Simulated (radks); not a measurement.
The table gives one normalised radial function P(r) = r R(r) of Be3+ in 1s1 (r in bohr). Calculated with a radial shooting solver on a logarithmic mesh with Libxc functionals: non-relativistic Kohn-Sham, LDA (Slater exchange, Perdew-Zunger correlation), spin-polarised, spherical densities, point nucleus; open shells are filled with parallel spins first.

r,P
0.02134,0.3109
0.02691,0.3834
0.03367,0.4668
0.04246,0.5683
0.05312,0.6813
0.06646,0.8080
0.08382,0.9505
0.1049,1.0930
0.1322,1.2353
0.1654,1.3533
0.2086,1.4365
0.261,1.4589
0.3266,1.4072
0.4118,1.2666
0.5152,1.0543
0.6498,0.7839
0.8129,0.5180
1.025,0.2856
1.283,0.1316

Which n and l does it have? It may be an empty orbital.

Answer. n = 1, l = 0: the number of nodes gives n - l - 1 = 0, the rise at small r (about r^(l+1)) gives l, and the extent must fit the shell. The curve is that of 1s up; the table hardly tells the two spins apart. 1s up: eigenvalue -190.07 eV, 0 radial nodes, <r> = 0.381 bohr, 90 % of the charge inside 0.677 bohr.
